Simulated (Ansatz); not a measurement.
Born–Oppenheimer molecular dynamics of FGeH₃O₂ (7 atoms, charge 0, multiplicity 1). It starts at the highest image of a converged band. Of that band: Neighbouring images differ by up to 3.5 eV, so the band resolves the path poorly. A vibrational analysis at the climbing image gives one clearly imaginary mode, 1863i cm⁻¹: a first-order saddle point.

These are results of RHF/def2-SVP (Ansatz 0.2.0), not measurements.

```
ensemble                      : NVE (velocity Verlet)
time step                     : 0.5 fs
steps asked                   : 200
starting velocities drawn for : 100 K
seed                          : 8240
```

First frame:

```xyz
7
Properties=species:S:1:pos:R:3
Ge 0.126 -0.028 -0.336
F 0.892 0.048 1.528
H 1.548 -0.094 0.427
O -0.795 1.402 -0.660
H -1.735 1.324 -0.565
O -1.130 -1.237 -0.248
H -0.879 -2.111 0.009
```

(1) How far do the bonds stretch over the last three quarters of this one trajectory? (Pairs bonded in most of those frames.)

Results:

(1) 
```tsv
bond	mean (Å)	spread (Å)	shortest	longest
Ge1–F2	1.788	0.193	1.51	2.08
Ge1–H3	1.602	0.115	1.38	1.85
Ge1–O4	1.741	0.019	1.71	1.77
Ge1–O6	1.763	0.040	1.70	1.83
O4–H5	0.948	0.012	0.93	0.96
O6–H7	0.950	0.007	0.94	0.96
```

Mean temperature of the second half: 2540 K. The conserved energy stayed within 0.53 meV per atom of its start (net change 0.051 meV per atom), so the integration is sound. The kinetic energy rose, since the run started high on the potential surface and went downhill. A run of 0.1 ps of so small a system gives no equilibrium averages. The orbitals stay closed-shell, which can raise the energy where a bond breaks towards radicals; this wasn't checked here.

The run took 9.5 min on 1 thread of Arm Neoverse N1, on a shared host, peak memory 0.17 GiB.
